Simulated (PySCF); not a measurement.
Molecule: `C1=C(PCO)OC=C1`, C$_{5}$H$_{7}$O$_{2}$P.

Cartesian coordinates in Å; atom numbers follow the order of the lines, from 1:
```xyz
15

O    -2.2006    0.9633    0.2381
C    -2.2698   -0.4309    0.3123
P    -1.1288   -1.3026   -0.9082
C     0.4051   -0.4981   -0.3731
C     1.0509    0.6533   -0.7426
C     2.2222    0.7153    0.0462
C     2.2048   -0.3970    0.8312
O     1.1161   -1.1367    0.5830
H    -1.2915    1.2452    0.4060
H    -2.0440   -0.8021    1.3238
H    -3.2974   -0.7088    0.0661
H    -1.3560   -0.3745   -1.9264
H     0.7307    1.3554   -1.4868
H     2.9701    1.4812    0.0289
H     2.8838   -0.7550    1.5796
```

Frames of a GFN2-xTB Langevin trajectory at 400 K; GIAO PBE0/pcSseg-1 shieldings in PySCF 2.14, gas phase, non-relativistic; equivalent atoms averaged within each frame.

Scale: 17O (336.08 ppm) against H2O; 13C (186.93 ppm) and 1H (31.72 ppm) against TMS; 31P (318.38 ppm) vs H3PO4 (reference shieldings calculated alike). The references are static minima.

How do the shifts (ppm) fluctuate along the trajectory?

Answers


```tsv
time (fs)	O8	O1	C7	C4	C5	C6	C2	P3	H15	H14
optimised geometry	320.1	46.8	153.5	154.4	127.2	118.0	63.2	-70.1	7.84	6.70
250	310.4	66.2	154.0	147.7	125.0	123.5	65.1	-37.5	7.94	7.40
425	304.8	62.3	145.0	151.6	112.4	109.5	74.8	-76.8	7.54	5.76
625	321.0	62.9	147.2	166.3	134.9	113.4	56.8	1.4	7.92	5.73
800	353.7	59.5	162.0	167.2	134.5	116.3	61.9	-50.8	7.75	6.63
1000	319.0	80.6	156.5	157.8	120.8	119.0	64.3	-28.7	7.96	5.73
mean of frames	321.8	66.3	152.9	158.1	125.5	116.3	64.6	-38.5	7.82	6.25
standard deviation	19.0	8.3	6.9	8.7	9.5	5.4	6.6	28.8	0.18	0.75
```

5 frames give an uncertainty of the mean of about the standard deviation over 2.2 at best, since frames this close in time may not be independent; classical motion lacks zero-point vibration, and the reference would need the same averaging.
